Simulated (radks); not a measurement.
Results of a calculation; reference values are marked as such.
Removal energies from the iridium ion Ir9+, [Xe] 4f14, by Delta-SCF beside the eigenvalue of the level emptied. Level of theory: Dirac Kohn-Sham, relativistic LDA (MacDonald-Vosko exchange, VWN5 correlation), spin-unpolarised, spherical densities, finite nucleus; Fermi nuclear charge, rms radius of each element as measured or else 0.836 A^(1/3) + 0.57 fm (a radial shooting solver on a logarithmic mesh with Libxc functionals). Sub-shells are occupied by j as written (lower j first in brackets).

removed from                    final configuration  Delta-SCF (eV)  -eigenvalue (eV)
5p3/2         [Kr] 4d10 4f14 5s2 5p(1/2: 2, 3/2: 3)          193.36            183.09
5p1/2         [Kr] 4d10 4f14 5s2 5p(1/2: 1, 3/2: 4)          209.78            198.88
4f7/2                       [Xe] 4f(5/2: 6, 7/2: 7)          219.06            202.21
4f5/2                       [Xe] 4f(5/2: 5, 7/2: 8)          222.36            205.38
